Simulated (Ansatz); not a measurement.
Computed with Ansatz on PBE0-D4/def2-TZVP structures; ΔE is electronic, products minus reactants. CCSD(T)/CBS adds triple-zeta CCSD(T) − MP2 to the extrapolated MP2 energy (def2 sets, frozen cores). This one scheme is used for every species, atoms too. DFT in def2-TZVPP. Open shells (•) are unrestricted, without spin–orbit coupling. Spin–orbit coupling would lower the free atoms: a little for F. def2 core potentials past Kr. For Ge, Sn outer-core shells are correlated without core-valence functions, so the limit isn't a true one: a few kJ/mol of doubt a bond, and 10 to 20 or more in all where bonds break to atoms. Scalar relativity is left out up to krypton.

Reaction (homolysis of the F–Sn bond): `[F][SnH]([Cl])[GeH3]` → F• + `[Cl][SnH][GeH3]`•

`[F][SnH]([Cl])[GeH3]`:

Z-matrix (Å, degrees):
```
Sn
Cl 1 2.326
Ge 1 2.596 2 108.8
F 1 1.922 2 103.9 3 113.1
H 1 1.704 2 106.8 3 -136.9
H 3 1.533 1 108.8 2 175.3
H 3 1.530 1 107.5 2 55.0
H 3 1.533 1 108.2 2 -64.7
```

`[Cl][SnH][GeH3]`•:

Cartesian coordinates in Å:
```
Cl -0.055 -2.808 0.880
Sn -0.509 -0.551 1.378
Ge -0.075 0.707 -0.894
H 0.643 -0.190 2.617
H 1.370 0.464 -1.358
H -1.061 0.166 -1.936
H -0.312 2.211 -0.688
```

CCSD(T)/CBS gives +502.3 kJ/mol.

Another level gave +484.6 kJ/mol. Which?
A. revPBE-D4/def2-TZVPP
B. ωB97X-V/def2-TZVPP
C. ωB97M-V/def2-TZVPP
D. revPBE/def2-TZVPP

C. ωB97M-V 484.6, revPBE-D4 471.1, revPBE 465.3, ωB97X-V 493.2 kJ/mol.

What do rigid-rotor, harmonic-oscillator terms from PBE0-D4/def2-TZVP frequencies (298.15 K, 1 bar) make of the CCSD(T)/CBS value? (Best estimate.)

The calculation gave: ΔZPE = -8.0 kJ/mol, ΔH = +497.2 kJ/mol, ΔS = 139 J/(mol·K), ΔG = +455.9 kJ/mol. Open shells count their whole term as degenerate.

Largest T1 diagnostic among the species: 0.014.

From BLYP to BHLYP (50 % exact exchange), in def2-TZVPP and without D4, ΔE moves by −32.8 kJ/mol: exact exchange takes away binding that semilocal exchange gives to molecules. The D4 term adds +3.6 kJ/mol with B3LYP and +2.0 kJ/mol with PBE0; it sums over pairs of atoms, weighted by their polarisabilities, and B3LYP, whose exchange is more repulsive, gets the larger term. Leaving LDA and LC-ωPBE aside and taking each functional with its dispersion term where it has one, the values, not all of them listed here, spread over 47.6 kJ/mol, from BHLYP-D4 to ωB97X-V. LDA lies +77.4 kJ/mol from PBE without D4, its usual overbinding.

B3LYP here is the variant with VWN-RPA as its local correlation; programs differ in this.

CCSD(T)/CBS has its own doubt, a few kJ/mol and more with outer-core shells, so smaller differences from it don't rank the levels.
